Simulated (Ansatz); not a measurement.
`OC(F)([SiH3])[SiH3]` + `[OH][In]([F])[O][SiH3]` → `[F][In]([O][SiH3])[O][SiH3]` + `OC(F)[SiH3]`  (ligand exchange at the Si–C bond)

Program: Ansatz. Geometries: PBE0-D4/def2-TZVP. ΔE: electronic, gas phase. CCSD(T)/CBS is the MP2 limit (def2-TZVPP, def2-QZVPP) plus CCSD(T) − MP2 in def2-TZVPP, frozen cores. DFT in def2-TZVPP. B3LYP here is the variant with VWN-RPA as its local correlation; programs differ in this. Elements past krypton have def2 core potentials. For In outer-core shells are correlated without core-valence functions, which leaves a few kJ/mol of doubt a bond. Each species was taken in one conformer, which may not be the lowest.

```tsv
level	ΔE (kcal/mol)
r2SCAN-D4	-27.4
PBE0-D4	-26.8
PBE	-23.7
B3LYP	-28.7
HF/def2-TZVPP	-37.3
MP2/def2-TZVPP	-30.4
HF/def2-QZVPP	-37.9
MP2/CBS(def2)	-30.2
```

What does CCSD(T)/CBS give? (Estimate.)

The calculation gave: -29.6 kcal/mol. The listed levels differ from it by 2.2, 2.8, 5.9, 0.9, -7.7, -0.8, -8.3, -0.6 kcal/mol.

Largest T1 diagnostic among the species: 0.017.

From PBE to PBE0 (25 % exact exchange), in def2-TZVPP and without D4, ΔE moves by −3.2 kcal/mol. In def2-TZVPP, CCSD(T) changes the Hartree–Fock value by +7.5 kcal/mol (the triples alone add +1.2 kcal/mol) and MP2 by +6.9 kcal/mol.

CCSD(T)/CBS has its own doubt, a few kJ/mol and more with outer-core shells, so smaller differences from it don't rank the levels.
